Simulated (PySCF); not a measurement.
## TDDFT excited states: C4H11AlO

C4H11AlO.
SMILES: `CCCC[O][AlH2]`

Theory: TDDFT CAM-B3LYP/def2-SVPD, vertical, gas phase, core orbitals frozen in the response in PySCF 2.14.0, density-fitted response routines. One conformer (not necessarily the lowest) at the PBE0-D3(BJ)/def2-SVP geometry, without solvent, vibrations or thermal averaging. Torsions of this conformer, `[CH3:1][CH2:2][CH2:3][CH2:4][O:5][AlH2:6]`: C1–C2–C3–C4 66°, C2–C3–C4–O5 -67°, C3–C4–O5–Al6 -31°.

| state | E (eV) | ν̃ (cm⁻¹) | f | main configurations (H = HOMO, L = LUMO) |
| --- | --- | --- | --- | --- |
| S1 | 5.74 | 46310 | 0.0016 | H→L (85%) |
| S2 | 6.45 | 52040 | 0.035 | H-1→L (87%) |
| S3 | 6.80 | 54810 | 0.0056 | H-2→L (88%) |
| S4 | 7.34 | 59190 | 0.0028 | H→L+2 (47%), H→L+1 (19%), H→L+3 (14%) |
| S5 | 7.58 | 61160 | 0.0081 | H-1→L+2 (37%), H-1→L+1 (34%), H-1→L+3 (11%) |
| S6 | 7.65 | 61700 | 0.064 | H→L+1 (59%), H→L+3 (15%) |
| S7 | 7.95 | 64150 | 0.0098 | H-1→L+3 (44%), H-1→L+1 (32%) |
| S8 | 8.09 | 65250 | 0.059 | H→L+3 (32%), H→L+4 (26%), H→L+5 (10%) |
| S9 | 8.24 | 66470 | 0.040 | H→L+5 (22%), H-2→L+1 (18%), H→L+3 (17%) |
| S10 | 8.35 | 67320 | 0.147 | H-3→L (66%), H-5→L (10%), H-6→L (8%) |

Triplets (Tamm–Dancoff): T1 5.35 eV, H→L (77%), H-2→L (14%); T2 5.95 eV, H-1→L (82%); T3 6.48 eV, H-2→L (71%), H→L (10%); T4 6.91 eV, H→L+3 (46%), H→L+2 (16%).

The lowest singlet comes at 216 nm (554 kJ/mol) in the ultraviolet; it is very weak; its leading configuration is HOMO→LUMO (85%). The most intense listed level is S10 at 8.35 eV (149 nm, f = 0.147), 2.61 eV above S1. It is the last of those listed, so stronger ones may follow. Löwdin shares by element: HOMO oxygen 38%, aluminium 15%, hydrogen 13% or more, carbon 10% or more (atoms not listed hold the other 23%); LUMO aluminium 53%, hydrogen 21% or more, oxygen 12%. Weighted by f, the mean energy of these states is 7.93 eV. The oscillator strengths of these states sum to 0.373; summed over the whole spectrum of an exact calculation they would give the number of electrons, 56 (Thomas–Reiche–Kuhn). Of the 10 states listed, 5 reach f = 0.01 and none stays under 0.0005. No computed singlet lies in the visible range (380 to 750 nm); the lowest, at 216 nm, stands 2.48 eV above its violet end (3.26 eV). All these states lie below the vertical ionisation energy of 9.87 eV (ΔSCF). Only the lowest 10 singlets were computed, as vertical energies without vibronic structure.
